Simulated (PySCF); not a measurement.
PySCF job for ClCu, SMILES [Cl][Cu] (connectivity only; charge and spin as stated), charge -1, multiplicity 2, PBE0-D3(BJ)/def2-TZVPD. Geometry optimised at PBE0-D3(BJ)/def2-TZVPD. The spin state was assumed, not searched.

```python
import numpy as np
from pyscf import gto, scf, dft, df
from pyscf.hessian import thermo

mol = gto.M(
    atom='''
    Cu    0.00000000    0.00000000   -0.81736959
    Cl    0.00000000    0.00000000    1.39433637
    ''',
    basis='def2-TZVPD',
    charge=-1,
    spin=1,
    max_memory=1600,
    verbose=3,
)
mf = dft.UKS(mol, xc='pbe0').density_fit(auxbasis='def2-universal-jkfit')
mf.disp = 'd3bj'
mf.grids.level = 3
mf.conv_tol = 1e-11
mf.max_cycle = 100
mf.kernel()
fine, coarse = mf.grids, dft.Grids(mol).set(level=1).build(with_non0tab=True)
for _ in range(3):  # follow internal instabilities
    mf.grids = coarse
    mo, _, stable, _ = mf.stability(return_status=True, nroots=4)
    mf.grids = fine
    if stable:
        break
    mf.kernel(mf.make_rdm1(mo, mf.mo_occ))

# [left out here: the lines that compute and print the analytic Hessian (its translational invariance restored by hand, since the grid's response is missing), thermochemistry and intensities]
```

Program output:

```

WARN: HOMO -0.0805134520937898 >= LUMO -0.0805134520937898

converged SCF energy = -2100.42546138461  <S^2> = 0.75378058  2S+1 = 2.003777
<class 'pyscf.df.df_jk.DFUKS'> wavefunction is stable in the internal stability analysis

WARN: DFTD3 does not support analytical Hessian, using finite difference


WARN: Mole.unit (angstrom) is changed to Bohr

Mode                                 0
Irrep
Freq [cm^-1]                      276.4770
Reduced mass [au]                  42.1185
Force const [Dyne/A]                1.8969
Char temp [K]                     397.7889
Normal mode                   x     y     z
       0  Cu                 0.00  0.00 -0.08
       1  Cl                 0.00  0.00  0.13
temperature 298.1500 [K]
pressure 101325.00 [Pa]
Rotational constants [GHz] inf 4.54021 4.54021
Symmetry number 1
Zero-point energy (ZPE) 0.00063 [Eh]   1653.700 [J/mol]
                           tot       elec      trans        rot        vib
Entropy [J/mol/K]       246.681      5.763    166.054     68.356      6.508
Cv [J/mol/K]             27.970      0.000     12.472      8.314      7.184
Cp [J/mol/K]             36.284      0.000     20.786      8.314      7.184
Internal energy [J/mol]                      3718.434   2478.956   2836.214
Internal energy [Eh]   -2100.42202  -2100.42546
Enthalpy [J/mol]                             6197.391   2478.956   2836.214
Enthalpy [Eh]          -2100.42108
Gibbs free energy [J/mol]                  -43311.677 -17901.375    895.954
Gibbs free energy [Eh] -2100.44909
mode   freq/cm-1   IR/(km/mol)
   1      276.48        46.447
max |gradient| / (hartree/bohr): 1.1615623554650737e-05
APT charges: [-0.2882 -0.7118]
```

Self-consistency was reached.
